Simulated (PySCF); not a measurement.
Magnetic shielding above rings: a mixed set.

NICS = −σ at a ghost point: NICS(0) at the centroid of the ring atoms, NICS(1) 1 Å to either side along the normal of their mean plane, zz for the tensor component along that normal. Level: GIAO PBE0/pcSseg-1 (PySCF, non-relativistic, gas phase) on the GFN2-xTB geometries, one conformer each. Atom numbers follow the mapped SMILES.

Task: Order these rings by mean NICS(1)zz, lowest (most negative) first (ppm).
A. ring C4–C5–C6–C7–O8 in `[O:1]=[C:2]([Cl:3])[c:4]1[cH:5][cH:6][cH:7][o:8]1`
B. ring C3–C5–C6–C7–C8–C9 in `[CH2:1]=[CH:2][C@@:3]1([F:4])[CH2:5][CH2:6][CH2:7][CH2:8][C:9]1=[CH2:10]`
C. ring N6–C7–C8–C9–C10–C11 in `[CH3:1][S:2][c:3]1[n:4][n:5][n:6]2[cH:7][cH:8][cH:9][cH:10][c:11]12`
D. ring Si3–C4–C5–C6–C7 in `[CH2:1]=[N:2][SiH:3]1[CH2:4][CH:5]=[CH:6][CH2:7]1`
E. ring C7–C8–C9 in `[CH2:1]=[CH:2][N:3]([SiH3:4])[C@H:5]([CH3:6])[CH:7]1[CH2:8][CH2:9]1`
F. ring C1–C2–C3–C9 in `[CH2:1]1[CH2:2][CH:3]([N:4]2[CH2:5][CH2:6][CH2:7][SiH2:8]2)[CH2:9]1`
G. ring C4–C5–C6–O7–C8 in `[O:1]=[C:2]([Cl:3])[c:4]1[cH:5][cH:6][o:7][cH:8]1`

Result: A (-25.8), G (-24.8), E (-22.5), C (-20.4), D (-1.6), B (1.7), F (3.4).

```tsv
SMILES	ring	NICS(0)	NICS(1)	NICS(1)zz	HOMA	rms pucker (Å)	ring atoms with four or more neighbours
O=C(Cl)c1ccco1	5-membered ring with O; formal bonds all aromatic	-11.5	-10.5	-25.8	0.61	0.00	0
O=C(Cl)c1ccoc1	5-membered ring with O; formal bonds all aromatic	-11.7	-10.1	-24.8	0.52	0.00	0
C=CN([SiH3])[C@H](C)C1CC1	3-membered carbocycle; formal bonds all single	-43.6	-8.7	-22.5	–	0.00	3
CSc1nnn2ccccc12	6-membered ring with N; formal bonds all aromatic	-6.8	-8.7	-20.4	0.86	0.00	0
C=N[SiH]1CC=CC1	5-membered ring with Si; formal bonds 1 double, 4 single	-1.1	-2.2	-1.6	–	0.04	3
C=C[C@@]1(F)CCCCC1=C	6-membered carbocycle; formal bonds all single	-2.4	-2.3	1.7	–	0.23	5
C1CC(N2CCC[SiH2]2)C1	4-membered carbocycle; formal bonds all single	0.3	-0.4	3.4	–	0.07	4
```

NICS(0) gives another order. The isotropic NICS(1) gives another order. HOMA uses Krygowski's 1993 parameters; it is left out where a ring has a four-coordinate atom, a triple bond, no multiple bond or a kind of bond without parameters. NICS(1) and NICS(1)zz are means over the two faces.
